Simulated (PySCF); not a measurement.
C2BrCl3, SMILES ClC(Cl)=C(Cl)Br.

Geometry optimised at B3LYP-D3(BJ)/def2-SVP.

All values below come from B3LYP-D3(BJ)/def2-SVP in PySCF.

Frequencies are harmonic and unscaled.

Computed vibrational spectrum:
```tsv
mode	ν (cm⁻¹)	IR (km/mol)	Raman (Å⁴/amu)	depolarisation	moving atoms (share of kinetic energy)
1	87	0.0	0.1	0.75	Cl 87 %, Br 13 %
2	156	0.6	0.4	0.55	Cl 64 %, Br 31 %
3	217	0.3	4.1	0.67	Cl 88 %, Br 10 %
4	266	0.0	2.0	0.30	Cl 58 %, Br 37 %
5	276	0.9	0.0	–	C 87 %, Cl 12 %
6	316	0.1	3.2	0.71	Cl 84 %, C 10 %
7	417	0.1	13.5	0.17	Cl 90 %
8	513	0.1	2.7	0.75	C 97 %
9	743	71.6	0.3	0.22	C 76 %, Cl 21 %
10	873	172.8	0.1	0.57	C 81 %, Cl 18 %
11	965	6.9	0.2	0.33	C 93 %
12	1619	3.0	51.6	0.28	C 100 %
```
